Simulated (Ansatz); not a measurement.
`C[SiH2]NBCl` + `C[SiH](O)O` → `C[SiH2][SiH](O)O` + `CNBCl`  (redistribution)

Gas-phase electronic energies from Ansatz, PBE0-D4/def2-TZVP geometries. CCSD(T)/CBS is the MP2 limit (def2-TZVPP, def2-QZVPP) plus CCSD(T) − MP2 in def2-TZVPP, frozen cores. Functionals use def2-TZVPP. B3LYP here is the variant with VWN-RPA as its local correlation; programs differ in this. One conformer a species, not always the lowest.

Task: Is it downhill or uphill in electronic energy at CCSD(T)/CBS, and by how much? (Best estimate.)

Result: The calculation gave: Uphill: ΔE = +34.8 kcal/mol.

Task: What do these levels give: B3LYP-D4, B2PLYP, PBE, r2SCAN, B3LYP, SCS-MP2/def2-TZVPP, CCSD/def2-TZVPP, CCSD(T)/def2-TZVPP, HF/def2-QZVPP, MP2/def2-QZVPP, SCS-MP2/def2-QZVPP, CCSD/CBS(def2)? (Best estimate.)

Result: Computed: B3LYP-D4 32.7, B2PLYP 34.5, PBE 28.6, r2SCAN 33.7, B3LYP 32.6, SCS-MP2/def2-TZVPP 36.0, CCSD/def2-TZVPP 34.8, CCSD(T)/def2-TZVPP 34.4, HF/def2-QZVPP 37.0, MP2/def2-QZVPP 37.3, SCS-MP2/def2-QZVPP 36.3, CCSD/CBS(def2) 35.2 kcal/mol.

Largest T1 diagnostic among the species: 0.012.

From PBE to PBE0 (25 % exact exchange), in def2-TZVPP and without D4, ΔE moves by +2.2 kcal/mol.
